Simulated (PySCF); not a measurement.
C2H6N, SMILES C[N]C, multiplicity 2.

The structure is a stationary point at PBE-D3(BJ)/def2-TZVP. The isomer is the one that the SMILES or the coordinates give; other isomers of the formula were not compared.

These are PBE-D3(BJ)/def2-TZVP run with PySCF values and carry that method's errors.

No scaling factor is applied to the harmonic values.

```tsv
mode	ν (cm⁻¹)	IR (km/mol)	moving atoms (share of kinetic energy)
1	88	0.0	H 99 %
2	112	0.6	H 67 %, N 24 %, C 9 %
3	424	1.7	H 42 %, C 35 %, N 23 %
4	882	0.7	H 79 %, C 15 %
5	906	5.8	C 55 %, N 30 %, H 15 %
6	967	0.0	H 80 %, C 20 %
7	991	0.1	H 62 %, C 28 %, N 10 %
8	1162	0.0	H 60 %, C 27 %, N 13 %
9	1183	2.3	N 49 %, C 30 %, H 21 %
10	1327	0.0	H 91 %
11	1348	20.8	H 89 %, C 10 %
12	1408	0.0	H 93 %
13	1409	0.0	H 95 %
14	1429	20.4	H 96 %
15	1436	0.7	H 92 %
16	2857	13.9	H 97 %
17	2867	34.2	H 97 %
18	2895	0.0	H 91 %, C 9 %
19	2901	64.9	H 91 %, C 9 %
20	3033	48.1	H 92 %, C 8 %
21	3034	12.2	H 92 %, C 8 %
```
